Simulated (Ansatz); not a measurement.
Computed with Ansatz on PBE0-D4/def2-TZVP structures; ΔE is electronic, products minus reactants. CCSD(T)/CBS adds triple-zeta CCSD(T) − MP2 to the extrapolated MP2 energy (def2 sets, frozen cores). DFT in def2-TZVPP. One conformer a species, not always the lowest.

`N[SiH](S)CCl` + `N=C([SiH3])Cl` → `N[SiH](S)Cl` + `N=C([SiH3])CCl`  (redistribution)

(1) Is it downhill or uphill in electronic energy at CCSD(T)/CBS, and by how much? (An estimate is asked.)

(2) What do these levels give: PBE-D4, r2SCAN-D4, ωB97M-V, B2PLYP, PBE, HF/def2-TZVPP, MP2/def2-TZVPP, CCSD/def2-TZVPP, HF/def2-QZVPP, MP2/def2-QZVPP, MP2/CBS(def2), CCSD/CBS(def2)? (Best estimate.)

Largest T1 diagnostic among the species: 0.013.

## Answers

(1) Ansatz gave: Downhill: ΔE = -110.2 kJ/mol.

(2) Ansatz gave: PBE-D4 -96.6, r2SCAN-D4 -102.8, ωB97M-V -108.6, B2PLYP -107.0, PBE -97.9, HF/def2-TZVPP -122.6, MP2/def2-TZVPP -111.6, CCSD/def2-TZVPP -112.3, HF/def2-QZVPP -123.2, MP2/def2-QZVPP -112.7, MP2/CBS(def2) -113.3, CCSD/CBS(def2) -114.0 kJ/mol.

From PBE to PBE0 (25 % exact exchange), in def2-TZVPP and without D4, ΔE moves by −10.2 kJ/mol. In def2-TZVPP, CCSD(T) changes the Hartree–Fock value by +14.1 kJ/mol (the triples alone add +3.7 kJ/mol) and MP2 by +11.0 kJ/mol.
